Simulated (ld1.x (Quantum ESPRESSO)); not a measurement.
# sulfur, ultrasoft: configuration errors across variants

| Property | Result |
| --- | --- |
| Element | sulfur (S) |
| Generator | ld1.x (Quantum ESPRESSO) 7.5 |
| Type | ultrasoft |
| Functional | PBE |
| Relativity | scalar-relativistic |
| Frozen core | [Ne] |
| Valence charge | 6 |
| Reference configuration | 3s1.5 3p4.5 |
| Partial waves | 3s (bound): rcut 0.95, rcutus 1.30 bohr; 3s channel at -0.3 Ry: rcut 0.95, rcutus 1.30 bohr; 3p (bound): rcut 0.95, rcutus 1.20 bohr; 3p channel at 2.6 Ry: rcut 0.95, rcutus 1.20 bohr; 3d channel at 0.05 Ry: rcut 0.80, rcutus 1.05 bohr |
| Local potential | all-electron potential smoothed inside 0.80 bohr (lloc = -1) |
| Core correction | Bessel-smoothed model core inside 1.05 bohr |
| Augmentation charge | PSQ, inside the norm-conserving radii |

All-electron excitation energies from the reference (eV): (1) 3s2 3p4 -5.140; (2) 3s2 3p3 6.629; (3) 3s2 3p2 28.913; (4) 3s2 3p4.3 -6.849; (5) 3s0 3p6 15.600; (6) 3s2 3p0 109.751; (7) 3s1 3p4 17.508.

3 further variants failed, have other tests or too few solved ones, and are left out.

A true bound ghost makes a file unfit for plane-wave use even where its test errors are small: the radial tests pick states by their node count and pass the ghost by.

Errors AE − PS in meV (a dash: test not solved or not reliable):

| change | (1) | (2) | (3) | (4) | (5) | (6) | (7) | bound ghosts |
| --- | --- | --- | --- | --- | --- | --- | --- | --- |
| base | +0.3 | +1.2 | +11 | +0.7 | +1.5 | +16 | +2.2 | s |
| all radii but the core radius scaled by about 1.05 (s 1.36, p 1.26, d 1.10 bohr, rcut 1.00/1.00/0.84); local potential all-electron potential smoothed inside 0.84 bohr (lloc = -1) | +0.1 | +0.5 | +3.4 | +0.3 | -0.4 | +24 | -1.1 | none |
| all radii but the core radius scaled by about 1.15 (s 1.50, p 1.38, d 1.20 bohr, rcut 1.10/1.10/0.92); local potential all-electron potential smoothed inside 0.92 bohr (lloc = -1) | +0.1 | +0.3 | +3.4 | +0.3 | -0.2 | +47 | -1.0 | none |
| all radii but the core radius scaled by about 1.24 (s 1.62, p 1.48, d 1.30 bohr, rcut 1.18/1.18/1.00); local potential all-electron potential smoothed inside 1.00 bohr (lloc = -1) | +0.2 | +0.2 | +3.4 | +0.3 | +0.2 | +54 | -0.8 | none |
| all radii but the core radius scaled by about 1.40 (s 1.82, p 1.68, d 1.48 bohr, rcut 1.34/1.34/1.12); local potential all-electron potential smoothed inside 1.12 bohr (lloc = -1) | +0.3 | 0.0 | +3.9 | +0.4 | +1.4 | +79 | -0.2 | none |

Problem. Give the same row for: all radii but the core radius scaled by about 1.31 (s 1.70, p 1.58, d 1.38 bohr, rcut 1.24/1.24/1.06); local potential all-electron potential smoothed inside 1.06 bohr (lloc = -1).

Solution. +0.2, +0.1, +3.4, +0.3, +0.6, +59, -0.6; bound ghosts: none.
